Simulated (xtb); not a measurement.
xtb input (GFN2-xTB):

```bash
xtb mol.xyz --gfn 2 --ohess tight --chrg 1 --uhf 0
```
mol.xyz:
```
10

C      1.34547544     0.00344511     0.00309116
N      0.74804103    -1.17819455    -0.03989383
C     -0.57758834    -1.20001910    -0.02878965
N     -1.24779308    -0.01274921     0.03702703
C     -0.60492453     1.18036210     0.05614582
N      0.67011645     1.20966669    -0.00659325
H      2.42709333     0.06625290    -0.00993974
H     -1.09744340    -2.06919163    -0.06605473
H     -2.30903465    -0.07949308     0.01698780
H     -1.17673032     2.04989969     0.08656353
```

End of the output:

```
    mode    ω/cm⁻¹     T·S(HO)/kcal·mol⁻¹    T·S(FR)/kcal·mol⁻¹   T·S(vib)
   ------------------------------------------------------------------------
       1    181.13    -0.69073 ( 99.42%)    -0.67497 (  0.58%)    -0.69063
       2    260.28    -0.49489 ( 99.86%)    -0.56765 (  0.14%)    -0.49499
   ------------------------------------------------------------------------

   temp. (K)  partition function   enthalpy   heat capacity  entropy
                                   cal/mol     cal/K/mol   cal/K/mol   J/K/mol
 298.15  VIB   3.04                 1195.563     10.769      6.218
         ROT  0.388E+05              888.752      2.981     23.977
         INT  0.118E+06             2084.316     13.750     30.195
         TR   0.720E+27             1481.254      4.968     39.112
         TOT                        3565.5694    18.7178    69.3069   289.9800

       T/K    H(0)-H(T)+PV         H(T)/Eh          T*S/Eh         G(T)/Eh
   ------------------------------------------------------------------------
    298.15    0.568210E-02    0.786056E-01    0.329299E-01    0.456757E-01
   ------------------------------------------------------------------------

         :::::::::::::::::::::::::::::::::::::::::::::::::::::
         ::                  THERMODYNAMIC                  ::
         :::::::::::::::::::::::::::::::::::::::::::::::::::::
         :: total free energy         -16.708382916585 Eh   ::
         ::.................................................::
         :: total energy              -16.754058571907 Eh   ::
         :: zero point energy           0.072923499731 Eh   ::
         :: G(RRHO) w/o ZPVE           -0.027247844409 Eh   ::
         :: G(RRHO) contrib.            0.045675655321 Eh   ::
         :::::::::::::::::::::::::::::::::::::::::::::::::::::

optimized geometry written to: xtbopt.xyz

           -------------------------------------------------
          | TOTAL ENERGY              -16.754058571907 Eh   |
          | TOTAL ENTHALPY            -16.675452975603 Eh   |
          | TOTAL FREE ENERGY         -16.708382916585 Eh   |
          | GRADIENT NORM               0.000214535958 Eh/α |
          | HOMO-LUMO GAP               1.788528812455 eV   |
           -------------------------------------------------

------------------------------------------------------------------------
------------------------------------------------------------------------
 total:
 SCF:
 ANC optimizer:
 analytical hessian:
```

It need not be the lowest isomer of its formula.
